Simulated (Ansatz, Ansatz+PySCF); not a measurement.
| atom | x (Å) | y (Å) | z (Å) |
| --- | --- | --- | --- |
| C | 0.0000 | 0.0000 | -3.3495 |
| S | 0.0000 | 0.0000 | 1.2560 |

Basis set: 6-31G (spherical functions). Frozen core: 6 orbitals. Charge 0, multiplicity 1.

Computed with Ansatz (development build ahead of 0.2.0); each method stands on the lowest determinant of its kind that the runs found. Restricted open shells among the atoms or ions are ROHF, correlated in semicanonical orbitals with singles.

The atomization energy at this shape (free ground-state atoms in the same class of orbitals less the molecule, no zero-point energy) of singlet CS:

```tsv
method	atomization energy
full CI (lowest root of this spin)	0.02 eV
UHF-CCSDT(Q)	0.02 eV
UHF-CCSD(T)	0.01 eV
UHF-MP2	0.01 eV
UHF	0.01 eV
RHF-CCSD(T)	-3.12 eV
RHF-MP2	-3.88 eV
RHF-CCSD	-3.21 eV
```

(1) What does RHF give?

Results:

(1) -4.53 eV. Caution for UHF-CCSDT(Q), UHF-CCSD(T), UHF-MP2: a plain start can end on a higher determinant; bonds are stretched, where a single reference can fail. Caution for UHF-CCSDT(Q), UHF-CCSD(T), UHF-MP2, UHF: the unrestricted determinant is a mixture of spin states. Caution for RHF-CCSD(T), RHF-MP2, RHF, RHF-CCSD: an unrestricted determinant lies well below; the molecule lies well above its atoms at this level. Caution for RHF-CCSD(T), RHF-MP2, RHF-CCSD: large amplitudes, a single reference is doubtful. Caution for RHF-CCSD(T): the program doubts this total; the program finds a lower state of this spin.

This basis has no polarisation functions and is too small for such energies, which can lie far from measured ones in either direction.
